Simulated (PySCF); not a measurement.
CBrCl3.
Z-matrix (Å and degrees, PBE0-D3(BJ)/def2-SVP geometry), rows numbered from 1:
```
Cl
C   1  1.7664
Cl  2  1.7662  1  109.71
Cl  2  1.7664  1  109.68  3  -120.54
Br  2  1.9471  1  109.23  3   119.74
```

Level of theory: core-valence-separated Tamm–Dancoff BHandHLYP/aug-pcX-1 (def2-SVPD on Br, def2-SVPD on Cl) in PySCF, non-relativistic, gas phase, PBE0-D3(BJ)/def2-SVP geometry. No empirical shift is added; at this level the pattern usually sits a few eV under experiment.

Problem. Give energies, oscillator strengths and core holes at the C K edge.

Solution. 
```
E (eV)       f  core hole on                 main final orbital
287.74  0.0756            C2                      LUMO+1 (46 %)
288.47  0.1743            C2  LUMO+2/LUMO+3 (2 roots, f summed)
288.95  0.0098            C2                        LUMO (55 %)
293.62  0.0000            C2                      LUMO+4 (92 %)
294.36  0.0002            C2                      LUMO+5 (89 %)
```

The first line with a tenth or more of the strongest one's intensity is at 287.74 eV (f = 0.076), with the hole on C2 (CCl3 carbon). The strongest listed is at 288.47 eV (f = 0.174, sum of 2; C2).

Roots within 0.03 eV whose holes lie on the same, on equivalent or on shared atoms are summed into one line, and the highest roots are left out, as the search may have cut off their partners. Final orbitals are the ground state's empty Kohn–Sham orbitals.

Problem. What are the wavelength and the wavenumber of the 288.47 eV line?

Solution. λ = 12398.42 eV Å/288.47 eV = 42.980 Å; 2.3267 × 10⁶ cm⁻¹.

The list ends where the root search ended, not at a threshold. Relativistic effects, spin–orbit coupling among them, are left out although an element past zinc is present.
